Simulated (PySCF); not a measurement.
C₂H₃F₂, SMILES FC([CH2])F, multiplicity 2. Geometry: B3LYP-D3(BJ)/def2-SVP. The isomer is the one that the SMILES or the coordinates give; other isomers of the formula were not compared.

Computed equilibrium geometry at B3LYP-D3(BJ)/def2-SVP (PySCF confirms it by a frequency run) as a Z-matrix:
```
C
F 1 1.3613
F 1 1.3733 2 106.93
H 1 1.1052 2 108.34 3 -115.22
C 1 1.4813 4 113.19 3 -122.27
H 5 1.0913 1 120.28 4 33.79
H 5 1.0924 6 120.12 1 -168.72
```
Charge 0, spin multiplicity 2.
